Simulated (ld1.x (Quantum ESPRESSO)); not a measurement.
# Reading a pseudo-wave (Tm)

Columns: radius, all-electron u(r) and pseudo u(r) of the 5d shell (level -13.62 eV) of thulium in the configuration [Kr] 4d10 4f13 5s2 5p6 5d0 6s0 6p0; LDA (PZ), scalar-relativistic, TM scheme, ld1.x (Quantum ESPRESSO) 7.5.

```tsv
r (bohr)	all-electron	pseudo
0.155	0.1574	0.0022
0.310	-0.1664	0.0167
0.465	-0.2646	0.0530
0.620	-0.1257	0.1155
0.775	0.0796	0.2021
0.930	0.2692	0.3049
1.085	0.4190	0.4125
1.240	0.5281	0.5123
1.395	0.6022	0.5944
1.550	0.6486	0.6528
1.705	0.6733	0.6864
1.860	0.6815	0.6978
2.015	0.6771	0.6918
2.170	0.6630	0.6736
2.325	0.6417	0.6480
2.480	0.6152	0.6182
2.635	0.5852	0.5861
2.790	0.5527	0.5529
2.945	0.5190	0.5190
3.100	0.4848	0.4848
3.255	0.4507	0.4507
3.410	0.4173	0.4173
3.565	0.3850	0.3850
3.720	0.3540	0.3540
3.875	0.3245	0.3245
4.030	0.2967	0.2967
```

How many radial nodes do the two functions have?

The all-electron 5d function has n − l − 1 = 2; the pseudo-wave has 0, since the states of the same l below it are removed with the core.

At about which radius was the pseudo-wave matched?

3.10 bohr. The columns agree to 0.0005 from 2.79 bohr on; several derivatives are matched, so the curves merge somewhat inside the radius.

Where does each function peak?

Outermost all-electron maximum near 1.86 bohr, pseudo maximum near 1.86 bohr (to the table’s step).

Is the pseudo-wave norm-conserving?

Yes: the TM scheme keeps the norm inside the radius equal to the all-electron one, which fixes the energy derivative of the logarithmic derivative at the level.
